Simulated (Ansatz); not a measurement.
Geometry optimisation, Ansatz 0.2.0, RKS PBE0/def2-SVP.

The input (input.yaml):

```yaml
crystal:
  periodic: [false, false, false]
  atoms:
    - { symbol: Ge, position_ang: [0.20532, 0.00928, 0.066013] }
    - { symbol: C, position_ang: [0.879351, -0.017459, 1.879147] }
    - { symbol: H, position_ang: [0.201939, -0.174712, 2.737436] }
    - { symbol: H, position_ang: [1.653475, -0.802748, 1.878209] }
    - { symbol: H, position_ang: [1.383721, 0.955062, 2.014181] }
    - { symbol: H, position_ang: [1.674108, 0.070625, -0.35225] }
    - { symbol: O, position_ang: [-0.735352, 1.434613, -0.394906] }
    - { symbol: H, position_ang: [-1.570602, 1.182765, -0.807082] }
    - { symbol: O, position_ang: [-0.696943, -1.406112, -0.509427] }
    - { symbol: H, position_ang: [-1.069717, -1.947713, 0.194678] }
basis:
  gaussian: { orbitals: def2-SVP }
hamiltonian:
  xc: pbe0
relax:
  f_tol: 0.03
  max_steps: 50
```

Command:

```bash
$ ansatz run input.yaml --threads 2 --pin off --max-ram 3072MiB --backend cpu --events-out ev --progress --plain --runs-dir out
```

Task: Where does it end, and by what steps?

Result: It converged. After 9 steps the energy has fallen by 0.544 eV; H6 moved furthest, 0.69 Å.

```json
{"step": "0", "energy less start (eV)": "0.0000", "largest force component (eV/Å)": "1.430", "accepted": "yes"}
{"step": "1", "energy less start (eV)": "-0.2659", "largest force component (eV/Å)": "0.522", "accepted": "yes"}
{"step": "2", "energy less start (eV)": "-0.3941", "largest force component (eV/Å)": "0.448", "accepted": "yes"}
{"step": "3", "energy less start (eV)": "-0.4175", "largest force component (eV/Å)": "1.250", "accepted": "yes"}
{"step": "4", "energy less start (eV)": "-0.4957", "largest force component (eV/Å)": "0.173", "accepted": "yes"}
{"step": "5", "energy less start (eV)": "-0.5195", "largest force component (eV/Å)": "0.290", "accepted": "yes"}
{"step": "6", "energy less start (eV)": "-0.4837", "largest force component (eV/Å)": "0.450", "accepted": "no"}
{"step": "7", "energy less start (eV)": "-0.5414", "largest force component (eV/Å)": "0.121", "accepted": "yes"}
{"step": "8", "energy less start (eV)": "-0.5367", "largest force component (eV/Å)": "0.400", "accepted": "no"}
{"step": "9", "energy less start (eV)": "-0.5441", "largest force component (eV/Å)": "0.028", "accepted": "yes"}
```

```xyz
10
Properties=species:S:1:pos:R:3
Ge 0.321 -0.030 0.072
C 0.898 -0.003 1.918
H 0.024 -0.045 2.583
H 1.557 -0.857 2.133
H 1.446 0.927 2.127
H 1.422 0.160 -0.983
O -0.910 1.252 -0.028
H -1.290 1.329 -0.910
O -0.416 -1.581 -0.399
H -1.127 -1.850 0.193
```

Whether the end is a true minimum wasn't checked by a vibrational analysis.

Time of the run: 28 s on 2 threads of Arm Neoverse V1, with other jobs on the host, peak memory 0.23 GiB.
